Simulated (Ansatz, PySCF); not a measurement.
Another site gives an ion 63422.17 eV lower (`O[SiH2]Br`) at the level CAM-B3LYP-D3(BJ)/def2-TZVPD (PySCF).

Method: Ansatz (a quantum-chemistry and plane-wave program) with frozen-core CCSD(T)/def2-TZVPD // CAM-B3LYP-D3(BJ)/def2-TZVPD.

Ansatz 0.2 input:
```yaml
crystal:
  periodic: [false, false, false]
  atoms:
    - { symbol: O, position_ang: [-1.744136, 0.783997, 0.479436] }
    - { symbol: Si, position_ang: [-0.753549, -0.507483, 0.151139] }
    - { symbol: Al, position_ang: [1.600589, 0.123668, -0.191876] }
    - { symbol: H, position_ang: [-1.645181, 1.589393, -0.030079] }
    - { symbol: H, position_ang: [-0.920637, -1.415335, 1.309457] }
    - { symbol: H, position_ang: [-1.255747, -1.255308, -1.035916] }
    - { symbol: H, position_ang: [1.990901, 1.633788, -0.460724] }
    - { symbol: H, position_ang: [2.746414, -0.964259, -0.173818] }
basis:
  gaussian: { orbitals: def2-TZVPD }
correlation:
  method: ccsd_t
```

Output:

```
Functional definition: HF
1164 factors; integrals over basis functions are off by at most 1.1e-3 eV
mean field evaluation 1: about -16560.4534 eV, gradient 3.7e1 eV
mean field evaluation 2: about -16560.5032 eV, gradient 3.7e1 eV
mean field evaluation 4: about -16563.4218 eV, gradient 3.0e0 eV
mean field evaluation 8: about -16563.4695 eV, gradient 1.2e-1 eV
mean field evaluation 16: about -16562.3540 eV, gradient 2.5e1 eV
mean field -16563.46963388 eV, -608.6962819222 hartree, gradient 2.4e-6 eV, S^2 0.000000; 0 other end points of the search recorded, 0 dependent functions left out
11 core orbitals not correlated
reference -16563.46963388 eV, -608.6962819222 hartree; 9, 9 occupied and 151, 151 virtual orbitals, 1164 factors
second order -11.83135856 eV of doubles, -0.00000000 eV of singles
cycle   1  -12.48557408 eV  change   -6.5e-1 eV  update   8.9e-2
cycle   2  -12.89428683 eV  change   -4.1e-1 eV  update   2.8e-2
cycle   3  -12.97508513 eV  change   -8.1e-2 eV  update   1.4e-2
cycle   4  -12.96602373 eV  change    9.1e-3 eV  update   3.5e-3
cycle   5  -12.96557901 eV  change    4.4e-4 eV  update   1.5e-3
cycle   6  -12.96594720 eV  change   -3.7e-4 eV  update   4.6e-4
cycle   7  -12.96570979 eV  change    2.4e-4 eV  update   1.9e-4
cycle   8  -12.96565977 eV  change    5.0e-5 eV  update   6.5e-5
cycle   9  -12.96569193 eV  change   -3.2e-5 eV  update   2.8e-5
cycle  10  -12.96569535 eV  change   -3.4e-6 eV  update   1.1e-5
perturbative correction -0.41614438 eV, -0.0152930237 hartree
Total energy: -16576.85147360 eV, -609.1880554615 hartree
```

Cost: roughly 50 core-seconds.
